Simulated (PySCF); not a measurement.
Cl$_{2}$Ge (SMILES [Cl][Ge][Cl]), singlet, at a GFN2-xTB geometry. Base run: R2SCAN/3-21G (PySCF).

Input for PySCF:
```python
from pyscf import gto, scf, dft

mol = gto.M(
    atom='''
Ge   -0.00059285   -0.00984996    0.71845420
Cl    1.03004534    1.30072876   -0.65763687
Cl   -1.02892939   -1.28218766   -0.69474750
''',
    basis='3-21g',
    verbose=3,
)

mf = dft.RKS(mol)
mf.xc = 'r2scan'
mf.kernel()
```

Variants of this job, named by their change:

```
change                                           ΔE vs base (mEh)  fitting functions  dipole (D)
-----------------------------------------------  ----------------  -----------------  ----------
base                                                        0.000                  -        2.51
auxbasis = def2-universal-jfit                                  …                  …        2.51
auxbasis = cc-pvdz-jkfit                                   -0.817                395        2.51
auxbasis = def2-svp-ri                                   -11252.5                251        2.59
auxbasis = even-tempered beta=3.0                               …                  …           …
auxbasis = even-tempered beta=2.0                          -0.793                408        2.51
auxbasis = cc-pvtz-ri                                     -9283.3                410        2.59
auxbasis = default (with mf = mf.density_fit())                 …                  …        2.51
auxbasis = def2-tzvp-ri                                   -9611.7                385        2.60
auxbasis = even-tempered beta=1.6                          -0.103                581        2.51
```

Question: Some entries are withheld; supply them.

Answer: 
- auxbasis = def2-universal-jfit, ΔE vs base (mEh): -4.723
- auxbasis = def2-universal-jfit, fitting functions: 160
- auxbasis = even-tempered beta=3.0, ΔE vs base (mEh): -7.833
- auxbasis = even-tempered beta=3.0, fitting functions: 260
- auxbasis = even-tempered beta=3.0, dipole (D): 2.48
- auxbasis = default (with mf = mf.density_fit()), ΔE vs base (mEh): -0.675
- auxbasis = default (with mf = mf.density_fit()), fitting functions: 522

A fitting set is made for a task (jfit for Coulomb, jkfit for Coulomb and exchange, ri for correlation) and for a family of orbital bases.
